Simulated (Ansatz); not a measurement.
Consider the substitution at a C–Si bond: `C[SiH]1[CH2][SnH2]1` + `[SH][Ga]([Cl])[Cl]` → `C[S][Ga]([Cl])[Cl]` + `[CH2]1[SiH2][SnH2]1`.

Isolated molecules relaxed with PBE0-D4/def2-TZVP in Ansatz; ΔE leaves out vibrations. CCSD(T)/CBS is the MP2 limit (def2-TZVPP, def2-QZVPP) plus CCSD(T) − MP2 in def2-TZVPP, frozen cores. DFT in def2-TZVPP. Elements past krypton have def2 core potentials. For Ga, Sn outer-core shells are correlated without core-valence functions, which leaves a few kJ/mol of doubt a bond. Scalar relativity is left out up to krypton. One conformer a species, not always the lowest.

```
       level  ΔE (kJ/mol)
         PBE         56.6
HF/CBS(def2)         56.8
```

What does CCSD(T)/CBS give? (Estimate.)

Computed: +58.2 kJ/mol. The listed levels differ from it by -1.6, -1.4 kJ/mol.

Largest T1 diagnostic among the species: 0.014.
